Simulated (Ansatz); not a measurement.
`CB(N)Br` + H₂ → `CBN` + HBr at 500 K and 1 bar (hydrogenolysis of a B–Br bond).

Program: Ansatz. Geometries: PBE0-D4/def2-TZVP. ΔE: electronic, gas phase. CCSD(T)/CBS is the MP2 limit (def2-TZVPP, def2-QZVPP) plus CCSD(T) − MP2 in def2-TZVPP, frozen cores. This one scheme is used for every species. For Br outer-core shells are correlated without core-valence functions, which leaves a few kJ/mol of doubt a bond. Scalar relativity is left out up to krypton. Each species was taken in one conformer, which may not be the lowest.

```tsv
species	CCSD(T)/CBS energy (Eh)	H − E (kJ/mol)	S (J/(mol·K))
`CB(N)Br`	-2693.98242	219.3	369.7
H₂	-1.17544	41.0	145.5
`CBN`	-121.21267	233.6	318.2
HBr	-2573.91920	30.5	213.7
```

H − E and S are ideal-gas, rigid-rotor, harmonic terms from PBE0-D4/def2-TZVP, for one conformer and one mirror image of each species. The MP2-based limit puts H₂ 0.8 mEh under its directly extrapolated value; such offsets cancel only in part. 1 Eh = 2625.50 kJ/mol, R = 8.31446 J/(mol·K).

Problem. By hand: ΔE, ΔH, ΔS and ΔG.

Solution. ΔE = (-121.21267) + (-2573.91920) − (-2693.98242) − (-1.17544) = 0.02599 Eh = 68.2 kJ/mol. Δ(H − E) = 233.6 + 30.5 − 219.3 − 41.0 = 3.8, so ΔH = 72.0 kJ/mol. ΔS = 318.2 + 213.7 − 369.7 − 145.5 = 16.7 J/(mol·K). ΔG = 72.0 − 500 × (16.7)/1000 = 63.6 kJ/mol.

Problem. By hand: the equilibrium constant, and the temperature at which ΔG would vanish if ΔH and ΔS stayed fixed.

Solution. log₁₀ K = −ΔG/(RT ln 10) = -6.6. ΔG = 0 at ΔH/ΔS = 4311 K, far beyond where these terms or the molecules hold.

ΔH outweighs TΔS. A doubt of 5 kJ/mol in ΔE shifts log₁₀ K by 0.5 here. Other conformers and mirror images would add mixing entropy, several J/(mol·K) or more a flexible species. These are equilibria of isolated gas molecules and say nothing of rates. Largest T1 diagnostic: 0.011 (customary marks: 0.02 for closed shells, 0.045 for open ones).
